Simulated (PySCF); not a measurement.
# A barrier at the coupled-cluster level

Start structure (BHSBrF, singlet), relaxed at PBE0-D4/def2-TZVP:

```
atom    x (Å)    y (Å)    z (Å)
  B1  -0.3470   0.2971  -0.2655
 Br2   1.2395   1.2112  -0.8333
  S3  -0.3426  -1.1008   0.8577
  H4   0.9880  -1.1321   1.0222
  F5  -1.5055   0.7177  -0.7274
```

The step: BHSBrF ([F][B]([SH])[Br]) → BSF + HBr; bonds formed: Br2–H4; bonds broken: B1–Br2, S3–H4. Program: PySCF 2.14 with density fitting (its default auxiliary sets; JK sets also for MP2 and CCSD(T)). Basis: def2-TZVPP and def2-QZVPP. Cores are frozen in the correlated methods. Filled d shells of the heavier atoms are correlated. The def2 sets are not built for correlating such inner shells, so the correlated values are less sure here. Extrapolation: Hartree–Fock as exp(−7.88 √X), correlation as X^−2.97. Energies below are by CCSD(T) at an estimated basis limit (MP2 extrapolated from triple and quadruple zeta, plus CCSD(T) − MP2 in triple zeta).

Q: What are the electronic barrier and the energy of the step, from the start structure to the end structure? (To be estimated.)

A: The calculation gives: Barrier 47.71 kcal/mol; step energy 32.26 kcal/mol (uphill); reverse barrier, their difference, 15.46 kcal/mol. Barrier and step energy count from the start structure, the reverse barrier from the end structure.

The saddle point: One imaginary mode of 721i cm⁻¹.
```csv
pair,start (Å),saddle (Å),end (Å)
Br2–H4,3.00,1.58,1.43
B1–Br2,1.92,2.45,3.80
S3–H4,1.34,1.85,2.57
```

Zero-point energy (harmonic, PBE0-D4): ZPE is 11.01 kcal/mol at the start and 7.82 kcal/mol at the saddle, so the barrier goes from 47.71 to 44.52 kcal/mol.

First-order rate constant out of the start structure at 898 K by transition-state theory, with harmonic vibrational free energies alone and no tunnelling: ΔA‡ = 44.53 kcal/mol, so k = (kB T/h) exp(−ΔA‡/kB T) ≈ 10^2 s⁻¹ (an order of magnitude at best: rotation, the number of equivalent paths and anharmonicity are left out).

T1 diagnostic: at most 0.014.

Labels in which every atom is bracketed show which atoms are joined, not bond orders.

For scale, one of the runs: CCSD(T)/def2-TZVPP, 166 basis functions, launched by `OMP_NUM_THREADS=4 python run.py`. Time: 2.7 min of wall clock on 4 CPU threads of a Oxide Virtual Turin-like; the host was shared. Peak host memory: 1.8 GiB.
